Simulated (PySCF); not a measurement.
**A thermochemical cycle for RbP**

r²SCAN in PySCF with def2-SVPD on every atom (core potentials on Rb), for the lowest determinant that a PBE0 search found; no spin–orbit coupling. RbP, a triplet (π ↑↑), has De = 1.23 eV to neutral atoms, and RbP⁺, a quartet (σ ↑, π ↑↑), has De = 0.16 eV to Rb⁺ + P.

At the same level the Rb atom ionises at 4.08 eV.

Task: What is the adiabatic ionisation energy of the molecule, and does ionisation strengthen or weaken the bond?

Result: IE = IE(Rb) + De(neutral) − De(ion) = 4.08 + 1.23 − 0.16 = 5.15 eV. De changes by -1.07 eV, so ionisation weakens the bond.

Weak bonds: RbP⁺. Basis-set superposition, not corrected here, can be much of De in a small basis, most of all at correlated wavefunction levels. Spin–orbit coupling is left out. For an ion De counts to the pair picked by the measured ionisation energies or electron affinities, which need not be the lowest pair at this level. States were picked by a PBE0 search and need not be the measured ground states.
